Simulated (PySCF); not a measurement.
Orbital picture of CBr⁺

PW91 at R = 1.697 Å; C cc-pVTZ, Br cc-pVTZ-PP with ECP10; scalar-relativistic core potentials (PySCF 2.14). State: ¹Σ⁺ (singlet), closed shell. Only the outer orbitals are listed, counted within each symmetry, core potentials removing the inner ones.

```
orbital  occ.  ε (eV)  on C (%)           main shells (%)
     5σ     2  -31.48        23           74 Br s, 15 C s
     6σ     2  -23.15        45  43 C s, 32 Br p, 21 Br s
     3π     2  -17.67        22           77 Br p, 21 C p
     3π     2  -17.67        22           77 Br p, 21 C p
     7σ     2  -16.16        77   39 C s, 37 C p, 23 Br p
     4π     0  -12.43        73           73 C p, 22 Br p
     4π     0  -12.43        73           73 C p, 22 Br p
     8σ     0   -7.55        27  54 Br p, 35 C p, 18 Br d
```

Problem. Which are the highest filled and the lowest empty level, where do they sit, and how wide is the gap?

Solution. Highest filled 7σ at -16.16 eV (in %: 39 C s, 37 C p, 23 Br p); lowest empty 4π at -12.43 eV (in %: 73 C p, 22 Br p); the gap at PW91 is 3.73 eV.

* bond order (Mayer): 2.28
* ⟨S²⟩: 0.000
* charge on C (Mulliken, basis-dependent): 0.20
* charge on C (Löwdin, basis-dependent): -0.05
* dipole moment (positive dipole points towards Br; it is taken about the centre of mass and depends on that origin): -0.22 D
